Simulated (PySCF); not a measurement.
Constitutional and geometric isomers with formula CH6OSi. Isolated molecules, 0 K electronic values unless said otherwise. One relaxed conformer stands for each flexible species; it need not be the lowest. Strings in code marks are SMILES.

Method: PBE-D3(BJ)/def2-TZVP // B3LYP-D3(BJ)/def2-TZVP in PySCF. 

```json
[
 {"species": "`OC[SiH3]` (H–O–C–Si torsion 61°)", "HOMO–LUMO gap (eV)": "5.64", "LUMO (eV)": "-0.42"},
 {"species": "`CO[SiH3]`", "HOMO–LUMO gap (eV)": "6.07", "LUMO (eV)": "[?]"},
 {"species": "`C[SiH2]O` (C–Si–O–H torsion 69°)", "HOMO–LUMO gap (eV)": "6.53", "LUMO (eV)": "-0.39"}
]
```

Question: What belongs in the gaps?

Answer: 
- `CO[SiH3]`, LUMO (eV): -0.58
